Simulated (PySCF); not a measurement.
Below is a simulated gas-phase C 1s photoelectron spectrum of `[NH2][GeH2][O]CCC`.

Every computed line was given a Gaussian of 0.4 eV full width at half maximum and an area set by the number of equivalent atoms; the highest printed point is 100. Method: delta-SCF UKS SCAN, pcX-2 on the ionised atom, pcseg-1 elsewhere, spin-free X2C in PySCF.

binding energy (eV), intensity and a bar:
```
    289.8          0 
    289.9          1 
    290.0          6 ##
    290.1         18 #####
    290.2         42 ############
    290.3         71 #####################
    290.4         94 ############################
    290.5        100 ##############################
    290.6         86 ##########################
    290.7         59 ##################
    290.8         30 #########
    290.9         12 ###
    291.0          3 #
    291.1          1 
    291.2          0 
    291.3          2 #
    291.4          7 ##
    291.5         21 ######
    291.6         42 #############
    291.7         59 ##################
    291.8         59 ##################
    291.9         41 ############
    292.0         21 ######
    292.1          7 ##
    292.2          2 
    292.3          0
```

How many maxima does the curve show, and how many computed lines lie under it?

The curve has 2 maxima (at 290.5 and 291.7 eV). Under it lie 3 lines from 3 inequivalent carbon sites. At this width some lines have no maximum of their own.

Decompose the envelope and assign each component. Numbering: `[CH3:1][CH2:2][CH2:3][O:4][GeH2:5][NH2:6]`.

| position (eV) | relative area | line | atoms | environment |
| --- | --- | --- | --- | --- |
| 290.37 | 1 | C 1s | C2 | chain CH2 carbon |
| 290.59 | 1 | C 1s | C1 | methyl carbon |
| 291.75 | 1 | C 1s | C3 | sp3 carbon bound to oxygen |

Lowest listed C 1s: C2, bonded to 2 C and 2 H. Highest, 1.38 eV above it: C3, bonded to O, C and 2 H.

No satellites, vibrations or lifetime broadening are included. Isolated species at its PBE0-D3(BJ)/def2-SVP geometry (one conformer only).

Time: 58 s; peak memory 0.49 GiB. Hardware: an Arm Neoverse V1 with one thread, shared host with 64 logical CPUs at a one-minute load of 19.

Shape of the structure used: `[CH3:1][CH2:2][CH2:3][O:4][GeH2:5][NH2:6]`: C1–C2–C3–O4 180°, C2–C3–O4–Ge5 -178°, C3–O4–Ge5–N6 179°, H–N6–Ge5–O4 63°, H–N6–Ge5–O4 -63°.
